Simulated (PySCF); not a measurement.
Gas-phase reaction: 2 ZrCl₃OH + H₂O₂ + 2 Cl = 2 ZrCl₄.H₂O + O₂

Energies from PySCF, thermal terms from the rigid-rotor harmonic-oscillator model, ideal gas at 1 bar. S°(298 K) at PBE0/def2-TZVP differs from the NASA 1993 table for H₂O₂ (-8 J/mol/K); whether the harmonic model or the table's entry is off was not settled. † marks an energy on the PBE0/def2-TZVP geometry and frequencies; other levels use their own. CCSD(T) freezes the core. Open shells (unrestricted): Cl (multiplicity 2, electronic degeneracy 6), O₂ (multiplicity 3); the rest are closed-shell singlets. Spin-orbit splitting is ignored; it lowers the true energy and changes the entropy of Cl. Zr: scalar-relativistic def2 core potential, no spin-orbit coupling. No R ln 2 is added for the mirror-image form of H₂O₂. Adducts (ZrCl₄.H₂O) have no counterpoise correction, and HF, PBE, BLYP, B3LYP and PBE0 lack dispersion. ZrCl₃OH, ZrCl₄.H₂O: computed as isolated molecules; such fragments, hydroxides, amides, oligomers or adducts are transient or little studied in the gas. CCSD(T) isn't extrapolated to the basis-set limit. The harmonic model lacks anharmonicity and excited electronic states, which grow with temperature; levels with a mode under 35 cm⁻¹ are left out. Internal rotation in H₂O₂ is treated as a harmonic vibration of one conformer, which makes the entropy rough. Soft modes under 120 cm⁻¹ make the harmonic entropy rough for ZrCl₃OH, ZrCl₄.H₂O.

```json
[
 {"level": "BLYP/def2-TZVP†", "ΔE electronic, kJ": "-407", "ΔH°(298 K), kJ": "-398", "ΔS°(298 K), J/K": "-240", "ΔG°(1200 K), kJ": "-116"},
 {"level": "CCSD(T)/def2-SVP†", "ΔE electronic, kJ": "-455", "ΔH°(298 K), kJ": "-446", "ΔS°(298 K), J/K": "-240", "ΔG°(1200 K), kJ": "-164"},
 {"level": "PBE0/def2-QZVP†", "ΔE electronic, kJ": "-458", "ΔH°(298 K), kJ": "-449", "ΔS°(298 K), J/K": "-240", "ΔG°(1200 K), kJ": "-167"},
 {"level": "PBE0/def2-TZVP", "ΔE electronic, kJ": "-463", "ΔH°(298 K), kJ": "-454", "ΔS°(298 K), J/K": "-240", "ΔG°(1200 K), kJ": "-173"},
 {"level": "LDA/def2-TZVP†", "ΔE electronic, kJ": "-555", "ΔH°(298 K), kJ": "-546", "ΔS°(298 K), J/K": "-240", "ΔG°(1200 K), kJ": "-264"},
 {"level": "ωB97M-V/def2-TZVP†", "ΔE electronic, kJ": "-468", "ΔH°(298 K), kJ": "-459", "ΔS°(298 K), J/K": "-240", "ΔG°(1200 K), kJ": "-177"},
 {"level": "ωB97X-V/def2-TZVP†", "ΔE electronic, kJ": "-467", "ΔH°(298 K), kJ": "-458", "ΔS°(298 K), J/K": "-240", "ΔG°(1200 K), kJ": "-176"}
]
```
ΔH° is lowest at LDA/def2-TZVP† and highest at BLYP/def2-TZVP†. No reference value is set beside these.
